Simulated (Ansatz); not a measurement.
Relaxation of BH7OSi3 (12 atoms, charge 0, multiplicity 1), to a largest force component of 0.02 eV/Å in at most 50 steps.

The calculation used RKS PBE-D4/STO-3G in Ansatz 0.2.0.

```xyz
12
Properties=species:S:1:pos:R:3
O -0.889 1.075 2.599
Si 0.132 0.428 1.439
B -0.441 -1.453 0.962
Si -0.659 0.017 -0.380
Si 0.710 -0.137 -2.092
H -0.863 2.112 2.439
H 1.609 0.636 1.613
H -0.449 -2.576 1.274
H -2.156 0.309 -0.547
H 2.043 -0.464 -1.530
H 0.256 -1.176 -2.987
H 0.783 1.172 -2.756
```

Task: Where does it end, and by what steps?

Result: The forces met the threshold. Limits of this set-up: minimal basis. After 25 steps the energy has fallen by 1.735 eV; H9 moved furthest, 2.62 Å. Parted: Si2–Si4.

```csv
step,energy less start (eV),largest force component (eV/Å),accepted
0,0.0000,3.586,yes
1,-0.8102,1.585,yes
2,-0.8956,0.322,yes
3,-0.9238,0.270,yes
4,-0.9346,0.278,yes
5,-0.9514,0.326,yes
6,-0.9681,0.787,yes
7,-1.0059,0.723,yes
8,-1.1028,0.643,yes
9,-1.1999,0.702,yes
10,-1.2917,0.813,yes
11,-1.3755,0.664,yes
12,-1.4472,0.399,yes
13,-1.5074,0.237,yes
14,-1.5770,0.501,yes
15,-1.6247,0.265,yes
16,-1.6405,0.710,yes
17,-1.6807,0.404,yes
18,-1.7146,0.174,yes
19,-1.7217,0.242,yes
20,-1.7334,0.053,yes
21,-1.7335,0.063,yes
22,-1.7348,0.045,yes
23,-1.7350,0.024,yes
24,-1.7350,0.024,yes
25,-1.7351,0.010,yes
```

```xyz
12
Properties=species:S:1:pos:R:3
O -0.098 1.030 3.315
Si -0.013 0.507 1.687
B -1.089 -0.779 0.957
Si -0.801 -1.067 -0.809
Si 0.705 -0.048 -2.136
H 0.625 1.766 3.388
H 1.030 1.291 1.010
H -1.897 -1.341 1.587
H -1.588 -2.021 -1.591
H 2.016 0.051 -1.509
H 0.881 -0.760 -3.393
H 0.307 1.314 -2.472
```

Whether the end is a true minimum wasn't checked by a vibrational analysis.

Run time: 80 s on 1 thread of Arm Neoverse V1, on a shared host, peak memory 0.13 GiB.
